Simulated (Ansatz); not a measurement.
Isolated molecules relaxed with PBE0-D4/def2-TZVP in Ansatz; ΔE leaves out vibrations. CCSD(T)/CBS adds triple-zeta CCSD(T) − MP2 to the extrapolated MP2 energy (def2 sets, frozen cores). DFT in def2-TZVPP. B3LYP here is the variant with VWN-RPA as its local correlation; programs differ in this. def2 core potentials past Kr. For Te outer-core shells are correlated without core-valence functions, which leaves a few kJ/mol of doubt a bond. One conformer a species, not always the lowest.

Consider the isomerisation: `[TeH][SiH]1CO1` → `O[SiH]1C[Te]1`.

CCSD(T)/CBS gives -153.5 kJ/mol.

(1) Another level gave -145.9 kJ/mol. Which?
A. SCS-MP2/def2-TZVPP
B. B3LYP/def2-TZVPP
C. HF/def2-TZVPP
D. PBE/def2-TZVPP

Largest T1 diagnostic among the species: 0.013.

## Answers

(1) C. HF/def2-TZVPP -145.9, B3LYP -138.9, SCS-MP2/def2-TZVPP -153.8, PBE -134.7 kJ/mol.

From PBE to PBE0 (25 % exact exchange), in def2-TZVPP and without D4, ΔE moves by −7.9 kJ/mol.
